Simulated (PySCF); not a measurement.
## `C[C@@]([SiH3])(Cl)CO`: 4 charge schemes on one density

Species: C3H9ClOSi.
Structure used (GFN2-xTB), in Å, numbered top down from 1:
```xyz
15
C3H9ClOSi angstrom
C     -1.518   -0.733    0.344
C     -0.292   -0.074   -0.254
Si     1.358   -1.041   -0.027
Cl    -0.548    0.047   -2.047
C     -0.094    1.342    0.261
O      1.178    1.822   -0.090
H     -1.367   -0.870    1.413
H     -1.689   -1.707   -0.109
H     -2.405   -0.119    0.194
H      1.800   -0.833    1.349
H      1.018   -2.448   -0.251
H      2.336   -0.595   -1.011
H     -0.886    2.017   -0.094
H     -0.115    1.326    1.354
H      1.219    1.875   -1.053
```

Density: PBE0/pcSseg-1 (PySCF); schemes: Mulliken, IAO, Hirshfeld and ESP-fitted. The structure is a single GFN2-xTB conformer in the gas phase; no vibrational or solvent corrections.

Problem. Atoms with like bonding are taken together and averaged. Do the Mulliken, IAO, Hirshfeld and ESP-fitted schemes agree on where the charge is lowest?

Solution. The schemes don't all agree: Mulliken C2 (-0.725); IAO O6 (-0.540); Hirshfeld O6 (-0.210); ESP-fitted C1 (-0.672).

Problem. Do the Mulliken, IAO, Hirshfeld and ESP-fitted schemes agree on where the charge is highest?

Solution. The schemes don't all agree: Mulliken Si3 (+0.587); IAO Si3 (+0.604); Hirshfeld Si3 (+0.286); ESP-fitted H15 (+0.390).

Problem. What partial charge does each atom carry?

Solution. In e; atoms taken as equivalent share a row and are averaged (×n: the atom named and its like, n in all):

```tsv
atom	environment	Mulliken	IAO	Hirshfeld	ESP-fitted
C1	methyl carbon	-0.140	-0.419	-0.125	-0.672
C2	sp3 C–Cl carbon	-0.725	-0.205	-0.033	+0.032
Si3	SiH3 silicon	+0.587	+0.604	+0.286	+0.326
Cl4	alkyl chlorine	-0.113	-0.141	-0.055	-0.157
C5	carbinol carbon (C–OH)	+0.192	-0.049	-0.010	-0.002
O6	alcohol oxygen	-0.444	-0.540	-0.210	-0.558
H7/H8/H9	methyl hydrogen	+0.129	+0.151	+0.045	+0.205
H10/H11/H12	Si–H hydrogen	-0.077	-0.114	-0.075	-0.070
H13	methylene hydrogen	+0.124	+0.133	+0.035	+0.086
H14	methylene hydrogen	+0.128	+0.153	+0.051	+0.150
H15	hydroxyl hydrogen	+0.236	+0.351	+0.151	+0.390
```

Mean size of the charges over all atoms: IAO 0.226 e, Mulliken 0.220 e, ESP-fitted 0.213 e, Hirshfeld 0.088 e. Each set sums to the total charge, 0, to within 0.001 e. The ESP scheme is a least-squares fit of atom-centred charges to the potential on four shells outside the van der Waals surface, with the total charge fixed.

Some averages cover members that differ in this geometry: H10/H11/H12, ESP-fitted -0.086 to -0.053 e.

Problem. How many electrons does the ESP-fitted scheme count on C5?

Solution. Z − q = 6 − (-0.002) = 6.002.

Problem. Sum the charges by element, for elements with more than one atom.

Solution. 
| element | atoms | Mulliken | IAO | Hirshfeld | ESP-fitted |
| --- | --- | --- | --- | --- | --- |
| C | 3 | -0.672 | -0.673 | -0.168 | -0.642 |
| H | 9 | +0.642 | +0.749 | +0.147 | +1.031 |

Problem. How closely do the schemes follow one another over all atoms?

Solution. Correlation coefficient and root-mean-square difference: IAO with Hirshfeld 0.97, 0.170 e; IAO with ESP-fitted 0.91, 0.121 e; Hirshfeld with ESP-fitted 0.85, 0.197 e; Mulliken with IAO 0.82, 0.171 e; Mulliken with Hirshfeld 0.77, 0.218 e; Mulliken with ESP-fitted 0.59, 0.261 e.
